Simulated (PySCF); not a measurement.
C₂H₅ClOSi₂, SMILES [SiH2](Cl)C#C[SiH2]O.

Geometry optimised at B3LYP-D3(BJ)/def2-SVP. The structure was generated by enumeration, and PubChem lists no compound with its InChIKey, so it may never have been made. The values are those of a single conformer.

Two levels are set side by side: PBE/def2-TZVP (PySCF) and HF/def2-TZVP (PySCF). Same geometry, gas phase. Differences are taken from unrounded values.

```json
[
 {"quantity": "orbital gap (eV)", "HF": "13.16"},
 {"quantity": "highest occupied level (eV)", "HF": "-11.11"},
 {"quantity": "lowest empty level (eV)", "HF": "2.05"},
 {"quantity": "dipole moment (D)", "HF": "0.18"},
 {"quantity": "mean polarisability (bohr³)", "HF": "81.7"}
]
```

Question: What does PBE give, and how far is it from HF? (An estimate is asked for; the answer gives what the named calculation found.)

Answer: 
| quantity | PBE | PBE minus HF |
|---|---|---|
| orbital gap (eV) | 4.96 | -8.19 |
| highest occupied level (eV) | -7.23 | 3.88 |
| lowest empty level (eV) | -2.27 | -4.32 |
| dipole moment (D) | 0.18 | 0.00 |
| mean polarisability (bohr³) | 93.4 | 11.7 |

PBE's occupied levels lie high since its potential decays too fast outside the molecule; exact exchange lowers them and widens the gap. Loosely held outer electrons make PBE densities more polarisable. Differences between two approximate levels are no errors against the true value.

Rough cost on one machine, each run with all the roots and properties that it gave: HF against PBE about 1/3.
